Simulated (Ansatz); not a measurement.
Relaxation of ClGeH₄N (7 atoms, charge 0, multiplicity 1), to a largest force component of 0.03 eV/Å in at most 50 steps.

All numbers below come from UKS B3LYP/def2-SVP (Ansatz).

```xyz
7
Properties=species:S:1:pos:R:3
Ge -0.602 -0.039 0.361
Cl 0.503 1.485 1.520
N 0.769 -0.570 -0.741
H 1.548 0.000 -0.403
H -1.801 0.604 -0.368
H -1.039 -1.124 1.358
H 0.622 -0.357 -1.728
```

**Question.** Where does it end, and by what steps?

**Answer.** The forces met the threshold. After 7 steps the energy has fallen by 0.230 eV; H4 moved furthest, 0.86 Å.

```tsv
step	energy less start (eV)	largest force component (eV/Å)	accepted
0	0.0000	0.330	yes
1	-0.0863	0.415	yes
2	-0.1176	0.650	yes
3	-0.1344	1.389	yes
4	-0.1886	0.652	yes
5	-0.2057	0.271	yes
6	-0.2291	0.059	yes
7	-0.2299	0.011	yes
```

```xyz
7
Properties=species:S:1:pos:R:3
Ge -0.552 0.043 0.393
Cl 0.142 1.790 1.542
N 0.639 -0.513 -0.875
H 1.532 -0.850 -0.518
H -1.840 0.477 -0.320
H -0.736 -1.095 1.408
H 0.814 0.148 -1.630
```

Run time: 16 s on 2 threads of AMD EPYC 9R14 (Zen 4), with other jobs on the host, peak memory 0.26 GiB.
